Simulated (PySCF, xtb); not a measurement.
CH₃O₃Tc, SMILES [CH3][Tc](=[O])(=[O])=[O], multiplicity 1.

Harmonic wavenumbers (cm⁻¹) from GFN2-xTB (xtb 6.7.1) at its own minimum, in rising order: 129, 185, 185, 242, 264, 264, 461, 787, 787, 895, 1002, 1002, 1263, 1413, 1413, 2988, 3001, 3002.

Problem. What does PBE-D3(BJ)/def2-SVP in PySCF give at its own minimum? (Estimate from the structure and the level; the computed values follow.)

Solution. 167, 205, 205, 280, 329, 329, 558, 689, 689, 981, 993, 993, 1153, 1345, 1345, 2974, 3098, 3098. Paired by order, the mean absolute difference is 61 cm⁻¹ and the zero-point energies are 27.6 and 27.8 kcal/mol.
